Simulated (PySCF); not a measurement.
**MNa cations for M along group 13**

r²SCAN with double-zeta basis sets in PySCF, for the lowest determinant that a PBE0 search found; no spin–orbit coupling. De refers to high-spin ground-configuration atoms (the charge goes to the atom of lower measured ionisation energy or higher electron affinity, which is not always the lowest computed limit). A positive dipole points towards Na; it is taken about the centre of mass and depends on that origin.

```
 M                basis  charged atom  state (unpaired electrons)  Re (Å)  ωe (cm⁻¹)  De (eV)  μ (D)
 B          aug-pcseg-1           Na+               doublet (σ ↑)   2.918        185     0.55   2.54
Al  cc-pVDZ/cc-pV(D+d)Z           Na+               doublet (σ ↑)   3.412        133     0.91   4.21
Ga           x2c-SVPall           Na+               doublet (σ ↑)   3.455        102     0.89   7.83
In            def2-SVPD           Na+               doublet (σ ↑)   3.581       96.1     0.99   8.68
Tl   cc-pVDZ/cc-pVDZ-PP           Na+               doublet (σ ↑)   3.602       95.0      n/a   9.39
```

The shortest bond is that of NaB⁺ (2.918 Å), the longest that of NaTl⁺ (3.602 Å).

The rows differ in basis set, which adds steps of its own.

Down a group the atoms grow and get heavier, so bonds lengthen and wavenumbers fall; this series shows no clear exception.

These are scalar-relativistic numbers at best; spin–orbit coupling would shift them, the dissociation energy most. For an ion De counts to the pair picked by the measured ionisation energies or electron affinities, which need not be the lowest pair at this level. States were picked by a PBE0 search and need not be the measured ground states.
